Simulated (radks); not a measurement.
Problem. Isoelectronic series with 3 electrons, all held in the configuration [He] 2s1, which need not be the ground one along the series. Method: scalar-relativistic Kohn-Sham, r2SCAN, spin-polarised, spherical densities, finite nucleus; open shells are filled with parallel spins first (spin-orbit coupling, left out, can overturn this in heavy ions); meta-GGA in the generalised Kohn-Sham scheme; Fermi nuclear charge, rms radius of each element as measured or else 0.836 A^(1/3) + 0.57 fm; computed with a radial shooting solver on a logarithmic mesh with Libxc functionals. Total energies (hartree) and mean radii <r> (bohr):

| ion | E (hartree) | 2s up | 1s down | 1s up |
|---|---|---|---|---|
| Li | -7.48070 | 3.805 | 0.5791 | 0.5765 |
| O5+ | -64.27727 | 0.8918 | 0.1976 | 0.1974 |
| Al10+ | -177.62261 | 0.5097 | 0.1189 | 0.1188 |
| Ar15+ | -347.98885 | 0.3564 | 0.08484 | 0.08481 |
| V20+ | -576.10061 | 0.2734 | 0.06582 | 0.06580 |
| Ni25+ | -862.94471 | 0.2213 | 0.05364 | 0.05363 |
| As30+ | -1209.79040 | 0.1854 | 0.04515 | 0.04515 |
| Sr35+ | -1618.22126 | 0.1591 | 0.03889 | 0.03888 |

Estimate the row of Tc40+.

Solution. E (hartree) -2090.16612; 2s up 0.1390; 1s down 0.03406; 1s up 0.03406.
